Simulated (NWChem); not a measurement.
Program: NWChem. System: H2O3P, charge 0, spin multiplicity 2, at a geometry optimised with UPBE/def2-SVP. The structure started from a generated list of species. Its SCF solution wasn't tested for a lower state. Level: UB3LYP/def2-TZVP, VWN1-RPA local correlation.

Job file:

```
start mol
memory heap 200 mb stack 900 mb global 1100 mb
geometry units angstroms nocenter noautoz noautosym
  O      1.494534    -0.066878     0.521660
  P      0.222176    -0.005186    -0.286445
  O     -0.949593    -1.153594     0.038713
  O     -0.689959     1.338081     0.010477
  H     -0.558507    -2.050604     0.007272
  H     -1.613984     1.187513    -0.277408
end
basis spherical
  * library def2-tzvp
end
dft
  xc b3lyp
  odft
  mult 2
  semidirect memsize 60000000 filesize 0
  iterations 100
end
task dft energy
```

NWChem printed:

```
             Northwest Computational Chemistry Package (NWChem) 7.3.0
             --------------------------------------------------------

                                NWChem Input Module
                                -------------------

 Scaling coordinates for geometry "geometry" by  1.889725989
 (inverse scale =  0.529177249)

                             Geometry "geometry" -> ""
                             -------------------------

 Output coordinates in angstroms (scale by  1.889725989 to convert to a.u.)

  No.       Tag          Charge          X              Y              Z
 ---- ---------------- ---------- -------------- -------------- --------------
    1 O                    8.0000     1.49453400    -0.06687800     0.52166000
    2 P                   15.0000     0.22217600    -0.00518600    -0.28644500
    3 O                    8.0000    -0.94959300    -1.15359400     0.03871300
    4 O                    8.0000    -0.68995900     1.33808100     0.01047700
    5 H                    1.0000    -0.55850700    -2.05060400     0.00727200
    6 H                    1.0000    -1.61398400     1.18751300    -0.27740800

 Effective nuclear repulsion energy (a.u.)     178.9841078318

            Nuclear Dipole moment (a.u.)
            ----------------------------
        X                 Y               Z
 ---------------- ---------------- ----------------
     0.0000094486    -0.0000170075    -0.0000207870


 Summary of "ao basis" -> "" (spherical)
 ------------------------------------------------------------------------------
       Tag                 Description            Shells   Functions and Types
 ---------------- ------------------------------  ------  ---------------------
 *                         def2-tzvp                  on all atoms

                                 NWChem DFT Module
                                 -----------------

 Summary of "ao basis" -> "ao basis" (spherical)
 ------------------------------------------------------------------------------
       Tag                 Description            Shells   Functions and Types
 ---------------- ------------------------------  ------  ---------------------
 O                         def2-tzvp                11       31   5s3p2d1f
 P                         def2-tzvp                13       37   5s5p2d1f
 H                         def2-tzvp                 4        6   3s1p

 Summary of "ao basis" -> "ao basis" (spherical)
 ------------------------------------------------------------------------------
       Tag                 Description            Shells   Functions and Types
 ---------------- ------------------------------  ------  ---------------------
 O                         def2-tzvp                11       31   5s3p2d1f
 P                         def2-tzvp                13       37   5s5p2d1f
 H                         def2-tzvp                 4        6   3s1p

            General Information
            -------------------
          SCF calculation type: DFT
          Wavefunction type:  spin polarized.
          No. of atoms     :     6
          No. of electrons :    41
           Alpha electrons :    21
            Beta electrons :    20
          Charge           :     0
          Spin multiplicity:     2
          Use of symmetry is: off; symmetry adaption is: off
          Maximum number of iterations: 100
          AO basis - number of functions:   142
                     number of shells:    54
          Convergence on energy requested:  1.00D-06
[...]
     8      0.245311  1 O  pz                35      0.243939  2 P  s
    48     -0.232893  2 P  pz               104     -0.211217  4 O  s
    11      0.202916  1 O  pz                34     -0.191053  2 P  s
    73     -0.190520  3 O  s                 51     -0.188044  2 P  pz

 Vector   22  Occ=0.000000D+00  E= 4.640395D-03
              MO Center= -8.1D-01, -1.1D+00, -8.4D-02, r^2= 5.5D+00
   Bfn.  Coefficient  Atom+Function         Bfn.  Coefficient  Atom+Function
  ----- ------------  ---------------      ----- ------------  ---------------
   133      1.167095  5 H  s                139      0.829254  6 H  s
    73     -0.745992  3 O  s                104     -0.403297  4 O  s
    81      0.280692  3 O  py               111      0.267746  4 O  px
    36     -0.178107  2 P  s                 48      0.168332  2 P  pz
    51      0.149566  2 P  pz                80     -0.145130  3 O  px

 Vector   23  Occ=0.000000D+00  E= 1.651138D-02
              MO Center= -9.3D-01,  1.7D-01, -3.2D-01, r^2= 5.7D+00
   Bfn.  Coefficient  Atom+Function         Bfn.  Coefficient  Atom+Function
  ----- ------------  ---------------      ----- ------------  ---------------
   139      1.101876  6 H  s                104     -0.913968  4 O  s
   133     -0.661978  5 H  s                 73      0.495079  3 O  s
    50      0.424566  2 P  py                47      0.251730  2 P  py
    81     -0.231588  3 O  py                80      0.193395  3 O  px
   111      0.194020  4 O  px                13     -0.169914  1 O  py

   alpha - beta orbital overlaps
   -----------------------------

   alpha      1      2      3      4      5      6      7      8      9     10
    beta      1      2      3      4      5      8      6      7      9     10
 overlap   1.000  1.000  1.000  1.000  1.000  0.863  0.967  0.891  1.000  1.000

   alpha     11     12     13     14     15     16     17     18     19     20
    beta     11     12     13     14     15     16     17     18     19     20
 overlap   1.000  0.996  0.999  0.968  0.974  0.790  0.771  0.992  0.707  0.716

   alpha     21     22     23     24     25     26     27     28     29     30
    beta     21     22     23     24     25     26     27     28     29     30
 overlap   0.990  0.992  0.983  0.980  0.978  0.989  0.995  0.984  0.983  0.994

   alpha     31     32     33     34     35     36     37     38     39     40
    beta     31     32     33     34     35     36     37     38     39     40
 overlap   0.977  0.963  0.892  0.877  0.979  0.999  0.964  0.969  0.994  0.996

   alpha     41     42     43     44     45     46     47     48     49     50
    beta     41     42     43     44     45     46     47     48     49     50
 overlap   0.993  0.997  0.964  0.961  0.994  0.999  0.999  0.999  0.999  0.996

   alpha     51     52     53     54     55     56     57     58     59     60
    beta     51     52     53     54     55     56     57     58     59     60
 overlap   0.971  0.995  0.972  0.997  0.991  0.985  0.983  0.995  0.979  0.978

   alpha     61     62     63     64     65     66     67     68     69     70
    beta     61     62     63     64     65     66     67     68     69     70
 overlap   0.985  0.979  0.978  0.994  0.993  0.999  0.999  0.985  0.986  0.994

   alpha     71     72     73     74     75     76     77     78     79     80
    beta     71     72     73     74     75     76     77     78     79     80
 overlap   0.999  0.999  0.998  0.994  0.994  0.998  0.998  0.997  0.997  0.997

   alpha     81     82     83     84     85     86     87     88     89     90
    beta     81     82     83     84     85     86     87     88     89     90
 overlap   0.964  0.967  0.997  0.995  0.995  1.000  0.999  0.999  0.999  0.997

   alpha     91     92     93     94     95     96     97     98     99    100
    beta     91     92     93     94     95     96     97     98     99    100
 overlap   0.999  0.994  0.996  0.998  1.000  1.000  0.984  0.982  0.997  1.000

   alpha    101    102    103    104    105    106    107    108    109    110
    beta    101    102    103    104    105    106    107    108    109    110
 overlap   0.999  0.999  0.998  0.996  0.993  0.859  0.866  0.996  0.994  0.996

   alpha    111    112    113    114    115    116    117    118    119    120
    beta    111    112    113    114    115    116    117    118    119    120
 overlap   0.996  0.996  0.996  0.997  0.998  0.998  1.000  0.999  1.000  1.000

   alpha    121    122    123    124    125    126    127    128    129    130
    beta    121    122    123    124    125    126    127    128    129    130
 overlap   0.995  0.996  0.993  0.997  1.000  0.999  0.999  0.999  0.967  0.966

   alpha    131    132    133    134    135    136    137    138    139    140
    beta    131    132    133    134    135    136    137    138    139    140
 overlap   0.999  0.999  0.999  1.000  1.000  1.000  1.000  1.000  1.000  1.000

   alpha    141    142
    beta    141    142
 overlap   0.999  0.999

     --------------------------
     Expectation value of S2:
     --------------------------
      <S2> =      0.7543 (Exact =     0.7500)

 center of mass
 --------------
 x =   0.05536998 y =   0.01985244 z =  -0.00032285

 moments of inertia (a.u.)
 ------------------
         223.705490312230          -1.135562110316         -36.578300460746
          -1.135562110316         246.976959229382           4.817304804437
         -36.578300460746           4.817304804437         420.705856164123

     Multipole analysis of the density
     ---------------------------------

     L   x y z        total         alpha         beta         nuclear
     -   - - -        -----         -----         ----         -------
     0   0 0 0     -0.000000    -21.000000    -20.000000     41.000000

     1   1 0 0     -1.133397     -0.871499     -0.261907      0.000009
     1   0 1 0     -0.617087     -0.282757     -0.334313     -0.000017
     1   0 0 1     -0.734410      0.065564     -0.799953     -0.000021

     2   2 0 0    -23.683002    -71.622955    -68.292921    116.232874
     2   1 1 0     -1.344482     -0.289880     -0.303054     -0.751548
     2   1 0 1     -0.488356     -9.869733     -9.810376     19.191753
     2   0 2 0    -19.059996    -65.187933    -63.222579    109.350516
     2   0 1 1     -0.395836      1.285242      1.341027     -3.022105
     2   0 0 2    -22.272825    -19.242512    -15.520717     12.490405

 Task  times  cpu:       10.9s     wall:       10.9s

 Total times  cpu:       10.9s     wall:       10.9s
```
